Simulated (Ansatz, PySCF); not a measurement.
Isomers of C2H8Ge: 1 is [GeH2]([CH3])[CH3], 2 is C[CH2][GeH3]; one conformer of each (the lowest of an xTB search), B3LYP-D3(BJ)/def2-TZVP minima.
Isomer 1 (charge 0, multiplicity 1):
```xyz
11

C      1.61126     0.09574    -0.35391
Ge     0.00446    -0.07771     0.76793
C     -1.61533    -0.02467    -0.34737
H      1.58676     1.03771    -0.90229
H      2.51283     0.07328     0.25770
H      1.65821    -0.72310    -1.07218
H     -0.03640     1.07298     1.79794
H      0.05581    -1.41163     1.54555
H     -2.51025    -0.11360     0.26795
H     -1.66303     0.91619    -0.89614
H     -1.60430    -0.84519    -1.06518
```
Isomer 2 (charge 0, multiplicity 1):
```xyz
11

C     -1.41491     0.10965     0.30284
C     -0.27083    -0.32657    -0.61306
Ge     1.51140     0.10864     0.11237
H     -1.35083    -0.37393     1.27995
H     -2.38696    -0.14503    -0.12619
H     -1.40302     1.18874     0.47057
H     -0.30346    -1.40437    -0.78594
H     -0.35534     0.15096    -1.59155
H      2.62618    -0.35300    -0.84629
H      1.71011    -0.58623     1.47466
H      1.63767     1.63114     0.32264
```

No zero-point or thermal terms.

Cores are frozen in the correlated methods. Filled d and f shells under p-block atoms count as core. Rows in 6-31G* carry no dispersion term and start afresh at each structure (6-31G* with six Cartesian d functions); the Pople sets are all-electron and without relativity. MP2/6-31G* freezes PySCF's default core, which leaves 3d correlated.

Codes used: Ansatz (Gaussian orbitals); PySCF for 6-31G* rows. Each number belongs to the level named beside it.

Problem. One of these levels gives 28.1 kJ/mol for the electronic energy of isomer 2 less that of isomer 1. Which one is it?
A. HF/cc-pVTZ
B. MP2/6-31G*
C. SCS-MP2/cc-pVDZ

Solution. C, SCS-MP2/cc-pVDZ. The others give 37.0 (HF/cc-pVTZ), 33.6 (MP2/6-31G*)

Ansatz is a quantum-chemistry and plane-wave program.
